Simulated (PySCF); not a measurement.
Computed shifts of a molecule C₄H₇ClSi, PBE0/pcSseg-1 (PySCF), GIAO, gas phase, atoms alike by connectivity averaged where their shifts nearly agree, in ppm (number of nuclei): ¹³C: 223.3 (1), 106.7 (1), 101.1 (1), 23.5 (1). ²⁹Si: -61.5 (1). ¹H: 6.34 (1), 4.53 (3), 2.26 (3). References: ¹³C against TMS (σ = 186.3 ppm); ²⁹Si against TMS (σ = 352.7 ppm); ³⁵Cl against HCl (σ = 945.9 ppm); ¹H against TMS (σ = 31.56 ppm), references at their B3LYP-D3(BJ)/def2-TZVP geometries, non-relativistic (without spin–orbit terms, shifts of atoms bonded to Cl or Br come out too high). Geometry: B3LYP-D3(BJ)/def2-SVP. One conformer was computed; it need not be the lowest.

Question: Identify the compound among the candidates.
A. C=C([SiH3])C(=C)Cl
B. CC#CC[SiH2]Cl
C. CC([SiH3])=C=CCl
D. CC1=C[Si@H](Cl)C1

Answer: C, CC([SiH3])=C=CCl
